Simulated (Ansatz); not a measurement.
Reactions of C2H12ClGeNSi2, SMILES `C[SiH](C)[N]([GeH3])[SiH2]Cl`.

Calculated with Ansatz (gas phase, PBE0-D4/def2-TZVP geometries, no zero-point term in ΔE). CCSD(T)/CBS adds triple-zeta CCSD(T) − MP2 to the extrapolated MP2 energy (def2 sets, frozen cores). Elements past krypton have def2 core potentials. For Br, Ge, Sn outer-core shells are correlated without core-valence functions, which leaves a few kJ/mol of doubt a bond. Scalar relativity is left out up to krypton. Each species was taken in one conformer, which may not be the lowest.

(1) Order these by ΔE at CCSD(T)/CBS, lowest first. (An estimate is asked.)
A. `C[SiH](C)[N]([GeH3])[SiH2]Cl` + `O[SiH3]` → `C[SiH](C)O[SiH3]` + `Cl[SiH2][NH][GeH3]`
B. `C[SiH](C)[N]([GeH3])[SiH2]Cl` → `C[Si]C` + `Cl[SiH2][NH][GeH3]`
C. `C[SiH](C)[N]([GeH3])[SiH2]Cl` + `C=[CH][SnH3]` → `C[SiH](C)[SnH3]` + `C=C[N]([GeH3])[SiH2]Cl`
D. `C[SiH](C)[N]([GeH3])[SiH2]Cl` + `C=CCCl` → `C[SiH](C)CCl` + `C=C[N]([GeH3])[SiH2]Cl`
E. `C[SiH](C)[N]([GeH3])[SiH2]Cl` + HBr → `C[SiH](C)Br` + `Cl[SiH2][NH][GeH3]`

Largest T1 diagnostic: 0.013, for `C=[CH][SnH3]`.

Answers

(1) A (-0.48 eV), E (-0.37 eV), C (+0.71 eV), D (+0.91 eV), B (+3.16 eV).
